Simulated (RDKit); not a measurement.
Job for RDKit: UFF on HCl (SMILES Cl).

```python
from rdkit import Chem
from rdkit.Chem import AllChem, rdDetermineBonds

blocks = [
'''2

Cl    0.00000000   -0.00000000    0.64477451
H    -0.00000000    0.00000000   -0.64477451
''',
]
mol = None
for b in blocks:
    f = Chem.MolFromXYZBlock(b)
    rdDetermineBonds.DetermineBonds(f, charge=0)
    mol = f if mol is None else Chem.CombineMols(mol, f)
Chem.SanitizeMol(mol)
print(Chem.MolToSmiles(Chem.RemoveHs(mol)))
ff = AllChem.UFFGetMoleculeForceField(mol, vdwThresh=100.0, ignoreInterfragInteractions=False)
e = ff.CalcEnergy()
print(f'UFF energy {e:.6f} kcal/mol')
```

It printed:

```
Cl
UFF energy 1.580828 kcal/mol
```

The run finished.

Cost: around 0.03 core-seconds (rough).
